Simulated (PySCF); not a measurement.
Coordinates in bohr (charge 0 multiplicity 1):
```
Ti    0.5793    0.0000    0.3625
O    -1.9592    0.0000   -1.2260
H     0.1836    0.0000    3.6345
H     3.3491    0.0000   -1.4238
```

These are results of PySCF, PBE0, basis Ti def2-TZVP, O def2-TZVP, H def2-TZVP (no relativity, density fitting), not measurements.

This geometry of H₂TiO is a stationary point at this level.

Q: What is the point group?

A: C2v.

Q: Is it a minimum?

A: No: it has 1 imaginary mode, at 413i cm⁻¹ (b1).

Q: List the harmonic modes with their infrared intensities.

A: 
| symmetry | ω (cm⁻¹) | IR (km/mol) | type |
| --- | --- | --- | --- |
| b1 | 413i | – | bend |
| b2 | 487 | 0.1 | bend |
| a1 | 676 | 62.4 | bend |
| a1 | 1124 | 293 | mixed |
| b2 | 1655 | 665 | stretch |
| a1 | 1709 | 195 | stretch |

In C2v the vibrations span b1 + 2b2 + 3a1. Here b1 is antisymmetric to the molecular plane and b2 lies in it.

This need not be the most stable arrangement of these atoms. At this level a singlet minimum of Cs symmetry lies 15 kJ/mol below this structure.
